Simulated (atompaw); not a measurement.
# What one change does to a pseudopotential (La (Z = 57), PAW (atompaw))

lanthanum, PAW, made with atompaw 4.2.0.5 (LDA (PW92), scalar-relativistic). Core [Xe], reference 4f0 5d1 6s0 6p0 (charge +2). Waves: 6s (bound, empty): rc 3.00 bohr; 6s channel at 1.65 Ry: rc 3.00 bohr; 6p (bound, empty): rc 3.00 bohr; 6p channel at -0.2 Ry: rc 3.00 bohr; 5d (bound): rc 3.00 bohr; 5d channel at 3.35 Ry: rc 3.00 bohr; 4f (bound, empty): rc 1.10 bohr; 4f channel at 1.35 Ry: rc 1.10 bohr. Local part: ultrasoft scheme with l = 4 at 0 Ry, radius 2.45 bohr. Core correction: smooth core density matched at 2.40 bohr. Augmentation charge: besselshape compensation charge, radius 2.65 bohr; PAW radius 3.00 bohr; waves and projectors: custom polynom2 7 10 vanderbiltortho.

All-electron outer shells of the reference configuration (LDA (PW92), scalar-relativistic, ld1.x):

```csv
shell,level (eV),outermost node (bohr),outermost maximum (bohr)
5s,-51.77,0.77,1.41
5p,-35.08,0.83,1.58
4f,-17.32,–,0.75
5d,-14.86,0.95,2.16
6s,-13.68,1.83,3.39
6p,-9.95,2.13,4.03
```

Change: functional PBE.

Cutoffs: the cutoffs (Ry, on a coarse ladder) from which the occupation-weighted sum of valence levels, in a spherical-Bessel basis at the reference potential, stays within 10 and 1 mRy of its value at 400 Ry; they do not see the model core or the augmentation charge, which bear on the density cutoff.

What does the change do?

The potential gets harder (10 Ry and 25 Ry → 12 Ry and 25 Ry); both files keep a bound ghost (p, s).

| quantity | base | changed |
| --- | --- | --- |
| cutoff, loose | 10 Ry | 12 Ry |
| cutoff, tight | 25 Ry | 25 Ry |
| bound ghosts | s, p | s, p |
| s: phases at 3.00 bohr within 0.05 rad from the reference energy up to (Ry; the scan ends near 5) | 3.0 | 3.0 |
| p: phases at 3.00 bohr within 0.05 rad from the reference energy up to (Ry; the scan ends near 5) | 3.4 | 3.3 |
| d: phases at 3.00 bohr within 0.05 rad from the reference energy up to (Ry; the scan ends near 5) | 1.5 | 1.5 |
| f: phases at 3.00 bohr within 0.05 rad from the reference energy up to (Ry; the scan ends near 5) | 4.2 | 4.2 |
| lowest overlap eigenvalue by channel | s 0.26, p 0.70, d 0.81, f 0.96 | s 0.27, p 0.70, d 0.81, f 0.96 |

Base: The cutoffs count occupied waves only; the empty 4f level needs over 300 Ry at the loose tolerance. Changed file: The cutoffs count occupied waves only; the empty 4f level needs over 300 Ry at the loose tolerance. A true bound ghost makes a file unfit for plane-wave use even where its test errors are small: the radial tests pick states by their node count and pass the ghost by. The cutoffs see the waves, projectors and local potential, not the compensation charge or the core.
